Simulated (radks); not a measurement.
All-electron atom: Rb III in [Ar] 3d10 4s2 4p5. Calculated with a radial shooting solver on a logarithmic mesh with Libxc functionals: scalar-relativistic Kohn-Sham, BLYP, spin-polarised, spherical densities, finite nucleus; open shells are filled with parallel spins first (spin-orbit coupling, left out, can overturn this in heavy ions); Fermi nuclear charge, rms radius 4.2036 fm.

Radial electron density D(r) = 4 pi r^2 rho(r):

r (bohr)  D(r) (e/bohr)    spin D(r)
0.001354         0.9310  -0.00000472
0.001763          1.502  -0.00000738
0.002295          2.400   -0.0000112
0.002988          3.790   -0.0000160
0.003891          5.894   -0.0000206
0.005067          8.981   -0.0000198
0.006598          13.33   0.00000147
0.008523          18.93    0.0000793
0.0111            26.04     0.000314
0.01445           33.86     0.000932
0.01882           41.00      0.00242
0.0245            45.49      0.00572
0.0319            45.70       0.0124
0.04154           42.11       0.0245
0.0541            38.51       0.0426
0.07044           40.24       0.0628
0.09172           48.37       0.0722
0.1194            55.34       0.0541
0.1555            51.28       0.0127
0.2009            38.75     -0.00187
0.2616            31.59       0.0654
0.3406            36.32        0.165
0.4435            38.77        0.143
0.5775            28.29       0.0126
0.752             14.26       0.0617
0.9792            7.591        0.421
1.275             6.328        0.761
1.66              4.698        0.689
2.162             2.186        0.343
2.815            0.5842       0.0917
3.666           0.08194       0.0120
4.773          0.004962     0.000624

D(r) has 3 maxima, at r = 0.0283, 0.126, 0.413 bohr, and minima at 0.0581, 0.264 bohr, inside which lie 2.06, 11.06 electrons.
